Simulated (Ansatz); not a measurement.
Molecule: sum formula SiClF, charge 1, multiplicity 2. 
Structure (B3LYP-D3(BJ)/def2-TZVP (Ansatz, a quantum-chemistry and plane-wave program) minimum search):
```xyz
3

Si     0.2834     0.3047     0.5905
F      1.0321     1.4435    -0.1456
Cl    -0.7798    -1.0152    -0.4092
```
Charge +1, spin multiplicity 2.

Basis-set convergence of Hartree-Fock and CCSD(T) correlation energies (hartree) with Ansatz. Correlated levels leave the core frozen unless marked. Open shells are spin-unrestricted. No spin-orbit coupling. No relativistic terms.

```tsv
basis	functions	E(HF)	E(corr, CCSD(T))
cc-pV(D+d)Z	60	-847.61932	-0.41343
cc-pV(T+d)Z	108	-847.69835	-0.54607
cc-pV(Q+d)Z	183	-847.71543	-0.59342
```

Extrapolating the two largest sets (X = 3 and 4) as X^-3: E(corr) = (64·(-0.59342) - 27·(-0.54607))/37 = -0.6280 Eh, an estimate of the basis-set limit. The largest set recovers 94.5 % of it, the smallest 65.8 %.
